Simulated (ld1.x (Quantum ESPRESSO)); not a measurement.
Before and after: ultrasoft potential for phosphorus (P)

ld1.x (Quantum ESPRESSO) 7.5 input, shortened:

```
&input
   title='P', zed=15., rel=1, dft='PZ', iswitch=3,
   config='[Ne] 3s2 3p2.5 3d-2'
 /
 &inputp
   pseudotype=3, tm=.true., lloc=-1, rcloc=1.15,
   nlcc=.false.,
   which_augfun='PSQ', rmatch_augfun_nc=.true.
 /
6
3S  1  0   2.00   0.00  1.15  1.50  0.0
3S  1  0   0.00   3.75  1.15  1.50  0.0
3P  2  1   2.50   0.00  1.45  1.55  0.0
3P  2  1   0.00   2.00  1.45  1.55  0.0
3D  3  2  -2.00  -0.05  1.45  1.65  0.0
3D  3  2  -2.00   2.45  1.45  1.65  0.0
 &test
   configts(1)='3s2 3p2.5'
 /
```

Change: reference 3s2 3p0.

Cutoffs: the cutoffs (Ry, on a coarse ladder) from which the occupation-weighted sum of valence levels, in a spherical-Bessel basis at the reference potential, stays within 10 and 1 mRy of its value at 400 Ry; they do not see the model core or the augmentation charge, which bear on the density cutoff. Errors are all-electron minus pseudo energies relative to the spin-unpolarised reference configuration.

Problem. What does the change do?

Solution. The potential gets softer (15 Ry and 25 Ry → 15 Ry and 21 Ry); neither file shows a bound ghost.

| quantity | base | changed |
| --- | --- | --- |
| cutoff, loose | 15 Ry | 15 Ry |
| cutoff, tight | 25 Ry | 21 Ry |
| bound ghosts | none | none |
| largest error over its own tests, meV | +331 | +145 |
| s: phases at 1.80 bohr within 0.05 rad from the reference energy up to (Ry; the scan ends near 5) | to the end of the scan | to the end of the scan |
| p: phases at 1.80 bohr within 0.05 rad from the reference energy up to (Ry; the scan ends near 5) | to the end of the scan | to the end of the scan |
| d: phases at 1.80 bohr within 0.05 rad from the reference energy up to (Ry; the scan ends near 5) | to the end of the scan | to the end of the scan |
| lowest overlap eigenvalue by channel | s 0.48, p 0.71, d 0.97 | s 0.62, p 0.69, d 1.00 |
